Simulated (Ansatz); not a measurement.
H3HfO3 (SMILES [OH][Hf]([OH])[OH]), doublet, at a GFN2-xTB geometry (such geometries of metal compounds can be far from the true shape) (the multiplicity is a formal guess) (core potentials on Hf). Base run: HF/def2-SVP run with Ansatz (an electronic-structure program).

Geometry (Å):
```xyz
7

Hf     0.0200    -0.0414     0.0467
O      1.5022    -0.1218    -1.0753
H      1.5066     0.4042    -1.8852
O     -0.4798    -0.8197     1.6594
H     -1.3417    -0.5876     2.0278
O     -1.1192     1.1454    -0.8155
H     -0.8335     1.5342    -1.6514
```
Charge 0, spin multiplicity 2.
Orbitals are unrestricted.
All else is at Ansatz's defaults.

Each row names what was changed in the base input (with any setting that the change needs).

```
change                                                                 basis functions        E (Eh)
---------------------------------------------------------------------  ---------------  ------------
base                                                                                89    -273.74394
basis = x2c-SVPall; relativity = spin-free X2C                                     123  -15300.80572
basis = x2c-SVPall; relativity = spin-free X2C; nucleus = Gaussian                 123  -15299.26470
basis = x2c-TZVPall; relativity = none                                             192  -14143.84700
basis = jorge-DZP-DKH; relativity = spin-free X2C; nucleus = Gaussian              120  -15287.90007
basis = x2c-TZVPall; relativity = spin-free X2C                                    192  -15301.86373
basis = jorge-DZP-DKH; relativity = none                                           120  -14282.03151
basis = x2c-SVPall; relativity = none                                              123  -13145.49014
basis = x2c-TZVPall; relativity = spin-free X2C; nucleus = Gaussian                192  -15300.25849
basis = jorge-DZP-DKH; relativity = spin-free X2C                                  120  -15289.28822
```

Absolute energies of different levels of theory aren't comparable as measures of quality.

Ansatz warned in this series: the basis is contracted for relativity, which the run leaves out.

Basis sets contracted for a relativistic Hamiltonian are a mismatch without it, so the rows without relativity aren't non-relativistic limits. No row has spin-orbit coupling; sets with core potentials leave out the core electrons.
